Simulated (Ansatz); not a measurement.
Two isomers of CH7FGe2: A = `[CH3][GeH]([F])[GeH3]`, B = `F[CH2][GeH2][GeH3]`.

Gas-phase electronic energies from Ansatz, PBE0-D4/def2-TZVP geometries. CCSD(T)/CBS adds triple-zeta CCSD(T) − MP2 to the extrapolated MP2 energy (def2 sets, frozen cores). Functionals use def2-TZVPP. B3LYP here is the variant with VWN-RPA as its local correlation; programs differ in this. For Ge outer-core shells are correlated without core-valence functions, which leaves a few kJ/mol of doubt a bond. Scalar relativity is left out up to krypton. Each species was taken in one conformer, which may not be the lowest.

(1) Which is lower in electronic energy at CCSD(T)/CBS, and by how much? (Best estimate.)

(2) Give E(B) − E(A) in kcal/mol with HF/def2-TZVPP, PBE0-D4, r2SCAN-D4, PBE-D4, ωB97M-V, B3LYP-D4, B2PLYP. (An estimate is asked.)

Largest T1 diagnostic: 0.012.

## Answers

(1) Computed: A, by 41.5 kcal/mol.

(2) Ansatz gave: HF/def2-TZVPP 41.9, PBE0-D4 39.7, r2SCAN-D4 41.0, PBE-D4 38.9, ωB97M-V 40.6, B3LYP-D4 40.2, B2PLYP 41.6. None reverses the order clearly.

From PBE to PBE0 (25 % exact exchange), in def2-TZVPP and without D4, E(B) − E(A) moves by +0.8 kcal/mol.
